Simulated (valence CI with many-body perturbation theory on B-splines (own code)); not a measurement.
## Dy17+: calculated level list

Calculated by relativistic CI+MBPT: three valence electrons over a frozen Dirac-Fock core [Kr] 4d10, a basis of 7 s, 7 p, 7 d, 7 f, 4 g, 2 h functions for each j, with the one-electron correlation potential Σ1, the two-electron term Σ2, the three-electron term Σ3, Breit, model QED; selected CI, second order for the rest, scaled by the run's own slope (own B-spline code, finite nucleus).

No measured levels were compared; by estimate terms of the open shell hold to a few per cent of their energy, and close levels can change places.

Levels 1 to 45 of 244, with energies above the lowest level, 4f³ ⁴I°_9/2. "Leading %" is the weight of the configuration and term that name the level; weights of strongly mixed levels are sums over their largest components and can fall short. Lifetimes count E1, E2, E3, M1 and M2 decay at the calculated energies, and are blank where another channel may lead or the interval is too uncertain; long ones can be off by a factor of two.

| No. | Configuration | Term | J | E (cm⁻¹) | Leading % | Second component | Lifetime |
| --- | --- | --- | --- | --- | --- | --- | --- |
| 1 | 4f³ | ⁴I° | 9/2 | 0.0 | 92 | 7 % 4f³ ²H° |  |
| 2 | 4f³ | ⁴I° | 11/2 | 6927 | 98 |  | 74.0 ms |
| 3 | 4f³ | ⁴I° | 13/2 | 13711 | 98 |  | 68.0 ms |
| 4 | 4f³ | ⁴I° | 15/2 | 20274 | 95 | 4 % 4f³ ²K° | 112 ms |
| 5 | 4f³ | ⁴F° | 3/2 | 24554 | 84 | 13 % 4f³ ²D° |  |
| 6 | 4f³ | ²H° | 9/2 | 26600 | 54 | 26 % 4f³ ²G° | 22.6 ms |
| 7 | 4f³ | ⁴F° | 5/2 | 28843 | 94 | 5 % 4f³ ²D° | 340 ms |
| 8 | 4f³ | ⁴S° | 3/2 | 31544 | 84 | 12 % 4f³ ²P° | 641 ms |
| 9 | 4f³ | ⁴F° | 7/2 | 31580 | 76 | 22 % 4f³ ²G° | 422 ms |
| 10 | 4f³ | ⁴F° | 9/2 | 36191 | 70 | 23 % 4f³ ²H° | 38.2 ms |
| 11 | 4f³ | ⁴G° | 5/2 | 37325 | 96 |  | 840 ms |
| 12 | 4f³ | ²H° | 11/2 | 37953 | 87 | 10 % 4f³ ⁴G° | 23.6 ms |
| 13 | 4f³ | ⁴G° | 7/2 | 38769 | 45 | 38 % 4f³ ²G° | 60.2 ms |
| 14 | 4f³ | ²K° | 13/2 | 42123 | 96 |  | 22.2 ms |
| 15 | 4f³ | ⁴G° | 7/2 | 44346 | 53 | 40 % 4f³ ²G° | 46.9 ms |
| 16 | 4f³ | ⁴G° | 9/2 | 46312 | 84 | 8 % 4f³ ²H° | 34.4 ms |
| 17 | 4f³ | ²D° | 3/2 | 46744 | 43 | 32 % 4f³ ²P° | 15.7 ms |
| 18 | 4f³ | ²K° | 15/2 | 48375 | 82 | 14 % 4f³ ²L° | 16.9 ms |
| 19 | 4f³ | ²P° | 1/2 | 51393 | 85 | 15 % 4f³ ⁴D° | 37.6 ms |
| 20 | 4f³ | ²G° | 9/2 | 52044 | 62 | 17 % 4f³ ⁴F° | 17.6 ms |
| 21 | 4f³ | ⁴G° | 11/2 | 52148 | 83 | 17 % 4f³ ²H° | 60.6 ms |
| 22 | 4f³ | ²D° | 5/2 | 54161 | 94 | 5 % 4f³ ⁴F° | 25.2 ms |
| 23 | 4f³ | ⁴D° | 5/2 | 61056 | 66 | 28 % 4f³ ²D° | 38.6 ms |
| 24 | 4f³ | ⁴D° | 3/2 | 61261 | 63 | 29 % 4f³ ²D° | 102 ms |
| 25 | 4f³ | ²I° | 11/2 | 62379 | 77 | 19 % 4f³ ²H° | 39.9 ms |
| 26 | 4f³ | ²D° | 3/2 | 62515 | 43 | 42 % 4f³ ²P° | 11.7 ms |
| 27 | 4f³ | ⁴D° | 1/2 | 64791 | 85 | 15 % 4f³ ²P° | 91.3 ms |
| 28 | 4f³ | ²L° | 15/2 | 65718 | 86 | 14 % 4f³ ²K° | 22.0 ms |
| 29 | 4f³ | ²I° | 13/2 | 67569 | 98 |  | 38.7 ms |
| 30 | 4f³ | ⁴D° | 7/2 | 69525 | 97 |  | 73.0 ms |
| 31 | 4f³ | ²L° | 17/2 | 69545 | 100 |  | 53.3 ms |
| 32 | 4f³ | ²H° | 9/2 | 71581 | 95 |  | 24.2 ms |
| 33 | 4f³ | ²D° | 3/2 | 75889 | 71 | 25 % 4f³ ⁴D° | 15.2 ms |
| 34 | 4f³ | ²F° | 5/2 | 77350 | 36 | 32 % 4f³ ²D° | 9.59 ms |
| 35 | 4f³ | ²H° | 11/2 | 77412 | 75 | 21 % 4f³ ²I° | 14.3 ms |
| 36 | 4f³ | ²F° | 5/2 | 87511 | 54 | 40 % 4f³ ²D° | 6.70 ms |
| 37 | 4f³ | ²F° | 7/2 | 89901 | 94 |  | 7.65 ms |
| 38 | 4f³ | ²G° | 9/2 | 103090 | 98 |  | 17.4 ms |
| 39 | 4f³ | ²G° | 7/2 | 105900 | 96 |  | 24.5 ms |
| 40 | 4f³ | ²F° | 7/2 | 144410 | 97 |  | 4.06 ms |
| 41 | 4f³ | ²F° | 5/2 | 148100 | 100 |  | 5.55 ms |
| 42 | 4f²5s | ⁴H | 7/2 | 193310 | 95 | 5 % 4f²5s ²G | 44.1 μs |
| 43 | 4f²5s | ⁴H | 9/2 | 196890 | 82 | 12 % 4f²5s ²H | 37.3 μs |
| 44 | 4f²5s | ⁴H | 11/2 | 204000 | 94 | 5 % 4f²5s ²H | 33.9 μs |
| 45 | 4f²5s | ⁴F | 3/2 | 205230 | 95 | 5 % 4f²5s ²D | 11.1 μs |

Names give the largest LS component (configuration and term), which can be under half, so a name can repeat, a term be missing and a line seem to break the LS rules; names also repeat where a configuration has a term twice.

Where two levels of one J and parity lie close, their mixing, g and order are uncertain.

The ionisation energy to 4f² ³H4 of the next ion comes out as 395.15 eV (NIST: 399 ± 20 eV (theoretical)). All 244 levels together are meant to be complete up to 986490 cm⁻¹.
